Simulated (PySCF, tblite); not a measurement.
Isomers of C8H5FN (doublet state), one GFN2-xTB conformer each. Single-point energies are computed at B3LYP/pcH-1 (PySCF, gas phase, no added dispersion term), electronic only. GFN2-xTB treats the open shell by occupation alone, and not every SCF solution was tested for stability.

Problem. Rank them by B3LYP/pcH-1 energy, lowest first (kcal/mol).
A. `[CH:1]#[C:2][c:3]1[cH:4][cH:5][c:6]([NH:7])[c:8]([F:9])[cH:10]1` (doublet state) with C5–C6–N7–H 180°
B. `N#CC1=[C][C@@H]2C=C(F)[C@H]1C2` [radical]

Solution. A (0.0), B (48.4).

As drawn, the lower has an N–H bond, which the higher lacks. GFN2-xTB itself gives, in the same order: 0.0, 35.5. Both levels put the same isomer lowest.

Problem. What happens when harmonic zero-point energies from GFN2-xTB frequencies are added?

Solution. 
```json
{"SMILES": "C#Cc1ccc([NH])c(F)c1", "ZPE (kcal/mol)": "63.6", "electronic (kcal/mol)": "0.0", "with ZPE (kcal/mol)": "0.0"}
{"SMILES": "N#CC1=[C][C@@H]2C=C(F)[C@H]1C2", "ZPE (kcal/mol)": "65.7", "electronic (kcal/mol)": "48.4", "with ZPE (kcal/mol)": "50.6"}
```

The zero-point energies span 2.1 kcal/mol. The order is unchanged.
